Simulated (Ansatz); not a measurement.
Geometry optimisation, Ansatz 0.2.0, RKS PBE0-D4/def2-SVP.

Input file:

```yaml
crystal:
  periodic: [false, false, false]
  atoms:
    - { symbol: Ge, position_ang: [0.282836, -0.006334, -0.149599] }
    - { symbol: F, position_ang: [0.473226, 0.023045, 1.541543] }
    - { symbol: Cl, position_ang: [2.242126, 0.142272, -0.953263] }
    - { symbol: Cl, position_ang: [-0.839435, 1.64949, -0.82963] }
    - { symbol: Cl, position_ang: [-0.546948, -1.865511, -0.730942] }
    - { symbol: P, position_ang: [-2.848313, 0.25165, 1.378656] }
    - { symbol: H, position_ang: [-2.888177, -0.702769, 0.319624] }
    - { symbol: H, position_ang: [-3.59503, -0.595608, 2.258818] }
    - { symbol: H, position_ang: [-1.606485, -0.208335, 1.891394] }
basis:
  gaussian: { orbitals: def2-SVP }
hamiltonian:
  xc: pbe0
  dispersion: d4
relax:
  f_tol: 0.03
  max_steps: 50
```

Launched with:

```bash
$ ansatz run input.yaml --threads 4 --pin off --max-ram 5120MiB --backend cpu --events-out ev --progress --plain --runs-dir out
```

Q: Where does it end, and by what steps?

A: The run converged. The force dipped under the threshold on the way, but the program's further checks kept it going. After 7 steps the energy has fallen by 0.213 eV; H9 moved furthest, 0.52 Å.

```csv
step,energy less start (eV),largest force component (eV/Å),accepted
0,0.0000,0.895,yes
1,-0.1649,0.307,yes
2,-0.1941,0.425,yes
3,-0.2072,0.115,yes
4,-0.2095,0.082,yes
5,-0.2120,0.017,yes
6,-0.2126,0.094,yes
7,-0.2133,0.026,yes
```

```xyz
9
Properties=species:S:1:pos:R:3
Ge 0.534 -0.063 -0.316
F 0.619 -0.127 1.400
Cl 2.499 0.213 -1.049
Cl -0.721 1.557 -0.846
Cl -0.272 -1.900 -0.991
P -3.258 0.268 1.542
H -2.997 -0.670 0.495
H -3.790 -0.735 2.408
H -1.941 0.145 2.083
```

Whether the end is a true minimum wasn't checked by a vibrational analysis.

Time of the run: 28 s on 4 threads of Arm Neoverse V1, on a shared host, peak memory 0.41 GiB.
